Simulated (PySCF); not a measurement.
# `FC(F)C[C@H]1C[C@H]1Cl`, C₅H₇ClF₂

Geometry (Å), atoms numbered from 1 in this order:
```xyz
15

F    -1.467   -1.063    1.944
C    -1.714   -0.256    0.881
F    -3.007   -0.475    0.538
C    -0.787   -0.592   -0.278
C     0.652   -0.332    0.095
C     1.652   -0.005   -0.977
C     1.228    1.050   -0.006
Cl    0.217    2.373   -0.573
H    -1.626    0.785    1.225
H    -1.083    0.020   -1.130
H    -0.926   -1.645   -0.534
H     0.993   -0.927    0.934
H     2.656   -0.394   -0.900
H     1.288    0.074   -1.989
H     1.920    1.396    0.749
```

Computed, not measured: TDDFT B3LYP/def2-SVPD circular dichroism and optical rotation, one conformer, gas phase in PySCF 2.14.0. Geometry: GFN2-xTB.

The molecule is flexible and this is one conformer; a measurement averages over conformers. States above about 7.9 eV (minus the energy of the highest occupied orbital) lie near or above the ionisation threshold and depend on the basis.

**Question.** Draw the ECD and absorption spectra from the lowest 12 states, each a Gaussian of half-width 0.3 eV at 1/e height.

**Answer.** 
```
E (eV)  λ (nm)  Δε (L mol⁻¹ cm⁻¹)  ε (L mol⁻¹ cm⁻¹)
  6.27     198              +0.07              11.8
  6.37     195              +0.18              32.5
  6.47     192              +0.40              72.2
  6.57     189              +0.70               133
  6.67     186              +0.98               208
  6.77     183              +1.12               296
  6.87     181              +1.08               409
  6.97     178              +0.99               561
  7.07     175              +1.02               735
  7.17     173              +1.17               875
  7.27     171              +1.23               935
  7.37     168              +0.84               952
  7.47     166              -0.23              1050
  7.57     164              -1.96              1340
  7.67     162              -3.98              1810
  7.77     160              -5.69              2300
  7.87     158              -6.60              2640
  7.97     156              -7.00              2820
  8.07     154              -7.65              2960
  8.17     152              -8.55              3130
  8.27     150              -8.26              3240
  8.37     148              -5.45              3180
  8.47     146              -0.95              2950
  8.57     145              +2.61              2600
```
Δε uses R in velocity form, ε uses f in length form. Only the states computed contribute, so the short-wavelength end is incomplete.

The sign of the CD band at 158 nm isn't settled: the length form gives the opposite one.
